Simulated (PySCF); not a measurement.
C$_{5}$H$_{9}$O (SMILES [CH2]CCC(C)=O), doublet, at a GFN2-xTB geometry, atoms displaced at random by about 0.08 Å a coordinate; TPSS/STO-3G, gradient in PySCF.

PySCF was given this input:
```python
from pyscf import gto, scf, dft

mol = gto.Mole()
mol.atom = '''
    C     2.607327   -0.634828   -0.134289
    C     1.221860   -0.029232   -0.501175
    C     0.447891   -0.249441    0.672642
    C    -1.041864    0.356366    0.252547
    C    -1.993962   -0.684159   -0.380987
    O    -1.336239    1.402576    0.385654
    H     3.388039    0.089479    0.533198
    H     2.841928   -1.548005   -0.355612
    H     0.910844   -0.742842   -1.557422
    H     1.339808    1.065179   -0.733608
    H     0.352279   -1.317990    0.917122
    H     0.712449    0.383614    1.634268
    H    -2.745431   -0.230320   -0.731916
    H    -1.380243   -1.326000   -1.133053
    H    -2.395290   -1.421190    0.521776
'''
mol.basis = 'sto-3g'
mol.charge = 0
mol.spin = 1
mol.verbose = 4
mol.build()

mf = dft.UKS(mol)
mf.xc = 'tpss'
mf.grids.level = 0
mf.kernel()
g = mf.nuc_grad_method()
g.grid_response = False
grad = g.kernel()
```

Output, abridged:

```
PySCF version 2.14.0

[INPUT] verbose = 4
[INPUT] num. atoms = 15
[INPUT] num. electrons = 47
[INPUT] charge = 0
[INPUT] spin (= nelec alpha-beta = 2S) = 1
[INPUT] symmetry False subgroup None
[INPUT] Mole.unit = angstrom
[INPUT] Symbol           X                Y                Z      unit          X                Y                Z       unit  Magmom
[...]
nuclear repulsion = 228.939421007587
number of shells = 27
number of NR pGTOs = 117
number of NR cGTOs = 39
basis = sto-3g
ecp = {}

******** <class 'pyscf.dft.uks.UKS'> ********
method = UKS
initial guess = minao
damping factor = 0
level_shift factor = 0
DIIS = <class 'pyscf.scf.diis.CDIIS'>
diis_start_cycle = 1
diis_space = 8
diis_damp = 0
SCF conv_tol = 1e-09
SCF conv_tol_grad = None
SCF max_cycles = 50
direct_scf = True
direct_scf_tol = 1e-13
number electrons alpha = 24  beta = 23
XC library pyscf.dft.libxc version 7.1.2
    S. Lehtola, C. Steigemann, M. J. T. Oliveira, and M. A. L. Marques,  SoftwareX 7, 1–5 (2018)
XC functionals = tpss
    J. Tao, J. P. Perdew, V. N. Staroverov, and G. E. Scuseria,  Phys. Rev. Lett. 91, 146401 (2003)
    J. P. Perdew, J. Tao, V. N. Staroverov, and G. E. Scuseria,  J. Chem. Phys. 120, 6898 (2004)
    J. Tao, J. P. Perdew, V. N. Staroverov, and G. E. Scuseria,  Phys. Rev. Lett. 91, 146401 (2003)
    J. P. Perdew, J. Tao, V. N. Staroverov, and G. E. Scuseria,  J. Chem. Phys. 120, 6898 (2004)
radial grids:
    Treutler-Ahlrichs [JCP 102, 346 (1995); DOI:10.1063/1.469408] (M4) radial grids

becke partition: Becke, JCP 88, 2547 (1988); DOI:10.1063/1.454033
pruning grids: <function nwchem_prune>
grids dens level: 0
symmetrized grids: False
atomic radii adjust function: <function treutler_atomic_radii_adjust>
small_rho_cutoff = 0
Set gradient conv threshold to 3.16228e-05
tot grids = 12096
init E= -268.242934180319

cycle= 1 E= -267.569362209525  delta_E= 0.674  |g|= 0.42  |ddm|= 3.45
cycle= 2 E= -267.165802463547  delta_E= 0.404  |g|= 0.997  |ddm|=  1.5
cycle= 3 E= -267.674314705112  delta_E= -0.509  |g|= 0.0925  |ddm|= 1.08
cycle= 4 E= -267.679636969621  delta_E= -0.00532  |g|= 0.0288  |ddm|= 0.166
cycle= 5 E= -267.680160829249  delta_E= -0.000524  |g|= 0.00714  |ddm|= 0.0466
cycle= 6 E= -267.680197204618  delta_E= -3.64e-05  |g|= 0.00258  |ddm|= 0.0134
cycle= 7 E= -267.680203567119  delta_E= -6.36e-06  |g|= 0.000983  |ddm|= 0.00619
cycle= 8 E= -267.680204422459  delta_E= -8.55e-07  |g|= 0.000263  |ddm|= 0.00213
cycle= 9 E= -267.680204488092  delta_E= -6.56e-08  |g|= 8.37e-05  |ddm|= 0.000582
cycle= 10 E= -267.680204495382  delta_E= -7.29e-09  |g|= 2.85e-05  |ddm|= 0.000205
cycle= 11 E= -267.680204496409  delta_E= -1.03e-09  |g|= 1.04e-05  |ddm|= 8.17e-05
cycle= 12 E= -267.680204496543  delta_E= -1.34e-10  |g|= 3.18e-06  |ddm|= 3.14e-05
Extra cycle  E= -267.680204496538  delta_E= 4.77e-12  |g|= 5.01e-06  |ddm|= 1.01e-05
converged SCF energy = -267.680204496538  <S^2> = 0.75541484  2S+1 = 2.0054075

******** <class 'pyscf.grad.uks.Gradients'> for <class 'pyscf.dft.uks.UKS'> ********
unit = Eh/Bohr
grid_response = False
--------------- UKS gradients ---------------
         x                y                z
0 C    -0.0172613577    -0.2018055833    -0.0641460769
1 C    -0.0918820109     0.0397315811     0.1238670466
2 C     0.1001900358    -0.0218550160    -0.0915469395
3 C    -0.1161363776     0.3940596616     0.0283741668
4 C    -0.1409849336     0.1643349095    -0.0960085076
5 O     0.1010802733    -0.4041238571    -0.0546001334
6 H     0.0495716204     0.0532312241     0.0441500143
7 H    -0.0381788621     0.1403290571     0.0311360540
8 H    -0.0050404518    -0.0570164744    -0.0721025489
9 H     0.0055214846     0.0130111923     0.0065276685
10 H     0.0006500447     0.0028764299    -0.0056253162
11 H    -0.0029006981     0.0278925102     0.0420900699
12 H     0.1508564930    -0.0851451446     0.0812716811
13 H     0.0308161787    -0.0207271695    -0.0226370715
14 H    -0.0249498408    -0.0390026187     0.0533347892
----------------------------------------------
```
